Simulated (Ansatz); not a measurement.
Worked example: the enthalpy of CHBrF2 + C4H9Cl → CHClF2 + C4H9Br

Species: CHBrF2 (bromodifluoromethane) `FC(F)Br`, singlet; C4H9Cl (2-chloro-2-methylpropane) `CC(C)(C)Cl`, singlet; CHClF2 (difluorochloromethane) `FC(F)Cl`, singlet; C4H9Br `CC(C)(C)Br`, singlet. The partners trade Br for Cl; both sit on C, so the bond types are kept.

Shapes, held fixed at every level: PBE0-D4/def2-TZVP. Programs: Ansatz 0.2.0. The zero-point and thermal terms to 298 K, harmonic and unscaled (PBE0-D4/def2-TZVP), stand in the table.

At CCSD/def2-SVP; 1 Eh = 2625.50 kJ/mol:

```
species   energy (Eh)  H(298 K) − E (kJ/mol)  tabulated ΔfH (kJ/mol)
 CHBrF2  -2809.967996                   73.0                  -424.2
 C4H9Cl   -616.750185                  341.1                  -182.2
 CHClF2   -697.139782                   74.2                  -482.8
 C4H9Br  -2729.582703                  340.2                  -132.4
```

Problem. Work out the reaction enthalpy at 298 K from the calculation and from the table of heats.

Solution. 
1. Electronic: (-697.139782) + (-2729.582703) − [(-2809.967996) + (-616.750185)] = -0.004304 Eh = -11.3 kJ/mol.
2. Zero-point and thermal: (74.2) + (340.2) − [(73.0) + (341.1)] = +0.3 kJ/mol.
3. Computed ΔH = -11.0 kJ/mol.
4. From the heats of formation (Active Thermochemical Tables, CRC Handbook of Chemistry and Physics): (-482.8) + (-132.4) − [(-424.2) + (-182.2)] = -8.8 kJ/mol.
5. Computed less tabulated: -2.2 kJ/mol. Tabulated heats carry uncertainties of their own.

Relativity is left out for Br. Outer-core shells of Br are correlated, in sets that cover them unevenly.
